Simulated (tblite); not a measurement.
Torsional barriers computed with GFN2-xTB (tblite), climbing-image nudged elastic band, gas phase; electronic energies of the top image counted from the start geometry. The bands met a force threshold of 0.05 eV/Å; their tops weren't refined or checked by frequencies and can lie a kcal/mol or more above the method's true saddle points. Atom numbers follow the mapped SMILES.

Question: Rank the forward barriers of these bands, lowest first.
A. `[BH3-:1][N+:2]#[C:3][C@@:4]([F:5])([C:6]#[CH:7])[CH2:8][F:9]`: C6–C4–C8–F9 from 168° to -45°
B. `[CH2:1]=[CH:2][CH2:3][c:4]1[cH:5][cH:6][n:7][se:8]1`: C5–C4–C3–C2 from -97° to 28°
C. `[BH2:1][O:2][SiH2:3][C:4](=[CH2:5])[CH3:6]`: O2–Si3–C4–C6 from -177° to -28°
D. `[CH2:1]=[C:2]([CH3:3])[c:4]1[cH:5][cH:6][se:7][n:8]1`: N8–C4–C2–C3 from 2° to -178°

Answer: B (1.1 kcal/mol), C (1.7 kcal/mol), D (3.1 kcal/mol), A (4.1 kcal/mol).

```json
{"SMILES": "C=CCc1ccn[se]1", "ends of the turned bond": "substituted aromatic carbon / benzylic-type carbon", "barrier (kcal/mol)": "1.1", "end above start (kcal/mol)": "0.4", "dihedral at top (°)": "-23", "bond at start (Å)": "1.495", "bond at top (Å)": "1.498", "Eyring rate at 298 K (s⁻¹)": "9 × 10^11"}
{"SMILES": "BO[SiH2]C(=C)C", "ends of the turned bond": "oxygen-bound silicon / fully substituted alkene carbon", "barrier (kcal/mol)": "1.7", "end above start (kcal/mol)": "0.7", "dihedral at top (°)": "-102", "bond at start (Å)": "1.889", "bond at top (Å)": "1.894", "Eyring rate at 298 K (s⁻¹)": "3 × 10^11"}
{"SMILES": "C=C(C)c1cc[se]n1", "ends of the turned bond": "substituted aromatic carbon / fully substituted alkene carbon", "barrier (kcal/mol)": "3.1", "end above start (kcal/mol)": "0.5", "dihedral at top (°)": "92", "bond at start (Å)": "1.462", "bond at top (Å)": "1.481", "Eyring rate at 298 K (s⁻¹)": "3 × 10^10"}
{"SMILES": "[BH3-][N+]#C[C@@](F)(C#C)CF", "ends of the turned bond": "sp3 C–F carbon / sp3 C–F carbon", "barrier (kcal/mol)": "4.1", "end above start (kcal/mol)": "0.3", "dihedral at top (°)": "-118", "bond at start (Å)": "1.545", "bond at top (Å)": "1.568", "Eyring rate at 298 K (s⁻¹)": "6 × 10^9"}
```

Rates take the electronic barrier for the free energy of activation. GFN2-xTB barriers can miss by several kcal/mol, and conformer orders can be wrong, so the ranking may change at better levels.
